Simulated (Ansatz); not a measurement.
`CN([SiH3])CF` → 2 C• + F• + 8 H• + N• + Si•  (atomization)

Isolated molecules relaxed with PBE0-D4/def2-TZVP in Ansatz; ΔE leaves out vibrations. CCSD(T)/CBS is the MP2 limit (def2-TZVPP, def2-QZVPP) plus CCSD(T) − MP2 in def2-TZVPP, frozen cores. This one scheme is used for every species, atoms too. DFT in def2-TZVPP. No spin–orbit coupling; open shells (•) take unrestricted orbitals. Spin–orbit coupling would lower the free atoms: a little for C, F, Si. Each species was taken in one conformer, which may not be the lowest.

Q: What is ΔE at CCSD(T)/CBS? (Estimate.)

A: The calculation gave: +4631.8 kJ/mol.

Q: What do these levels give: PBE-D4, PBE, r2SCAN, PBE0, HF/def2-TZVPP, CCSD/CBS(def2)? (Best estimate.)

A: Ansatz gave: PBE-D4 4702.0, PBE 4676.9, r2SCAN 4617.6, PBE0 4605.3, HF/def2-TZVPP 3362.5, CCSD/CBS(def2) 4572.0 kJ/mol.

Largest T1 diagnostic among the species: 0.012.

The D4 term adds +40.1 kJ/mol with B3LYP and +21.1 kJ/mol with PBE0; it sums over pairs of atoms, weighted by their polarisabilities, and B3LYP, whose exchange is more repulsive, gets the larger term. In def2-TZVPP, CCSD(T) changes the Hartree–Fock value by +1149.6 kJ/mol (the triples alone add +59.8 kJ/mol) and MP2 by +1194.6 kJ/mol; breaking electron pairs costs correlation energy, which Hartree–Fock lacks. From PBE to PBE0 (25 % exact exchange), in def2-TZVPP and without D4, ΔE moves by −71.5 kJ/mol: exact exchange takes away binding that semilocal exchange gives to molecules.

B3LYP here is the variant with VWN-RPA as its local correlation; programs differ in this.

For atomizations the MP2-based limit and the directly extrapolated one differ by several kJ/mol either way, and by 10 to 25 for some Ge, Se and Sn compounds, so smaller differences from it don't rank the levels.
